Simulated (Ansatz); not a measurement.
C$_{2}$H$_{3}$O$_{2}$ (SMILES CO[C]=O), doublet, geometry from GFN2-xTB. Base run: MP2/STO-3G (Ansatz, an electronic-structure program).

Ansatz was given this input:
Ansatz 0.2 input:
```yaml
crystal:
  periodic: [false, false, false]
  atoms:
    - {symbol: C, position_ang: [-1.45825576, -0.14179936, -0.06483816]}
    - {symbol: O, position_ang: [-0.14818380, -0.70604145, -0.40397810]}
    - {symbol: C, position_ang: [0.92726073, -0.10816899, -0.07440311]}
    - {symbol: O, position_ang: [1.20790930, 0.90080956, 0.50512524]}
    - {symbol: H, position_ang: [-1.96523348, 0.09259948, -0.99837983]}
    - {symbol: H, position_ang: [-2.00291797, -0.90503546, 0.48592879]}
    - {symbol: H, position_ang: [-1.32368251, 0.75410111, 0.53872168]}
basis:
  gaussian:
    orbitals: STO-3G
magnetization: {spin_polarized: true, initial_magnetization: 1}
correlation: {method: mp2}
```

Variants of this job, named by their change:

```
change                 basis functions      E (Eh)  MP2 correlation (Eh)  core-seconds (rough)
---------------------  ---------------  ----------  --------------------  --------------------
base                                23  -224.36448              -0.20307                   0.5
basis = 6-31G                      [?]         [?]                   [?]                   0.7
basis = 6-31G*                      66  -227.73874              -0.58752                     2
basis = def2-SVP                    71  -227.58565              -0.60964                     1
basis = pcseg-1                     71  -227.70562              -0.61428                     2
basis = pc-1                        71  -227.70775              -0.61432                     2
basis = 6-31G**                     75  -227.76236              -0.60624                     2
basis = 6-31+G*                    [?]         [?]                   [?]                     2
basis = aug-cc-pVDZ                [?]         [?]                   [?]                     4
basis = 6-311+G(2d,p)              126  -227.92183              -0.69826                     5
basis = aug-cc-pVTZ                253  -228.02420              -0.78136                    20
basis = cc-pVQZ                    310  -228.07974              -0.82327                    30
basis = def2-QZVP                  [?]         [?]                   [?]                    30
```

Q: What belongs in the gaps?

A: 
- basis = 6-31G, basis functions: 42
- basis = 6-31G, E (Eh): -227.44377
- basis = 6-31G, MP2 correlation (Eh): -0.41054
- basis = 6-31+G*, basis functions: 82
- basis = 6-31+G*, E (Eh): -227.75392
- basis = 6-31+G*, MP2 correlation (Eh): -0.59577
- basis = aug-cc-pVDZ, basis functions: 119
- basis = aug-cc-pVDZ, E (Eh): -227.82934
- basis = aug-cc-pVDZ, MP2 correlation (Eh): -0.64455
- basis = def2-QZVP, basis functions: 318
- basis = def2-QZVP, E (Eh): -228.08077
- basis = def2-QZVP, MP2 correlation (Eh): -0.82099

Totals compare only among sets that treat the same electrons; sets with core potentials leave the core out.
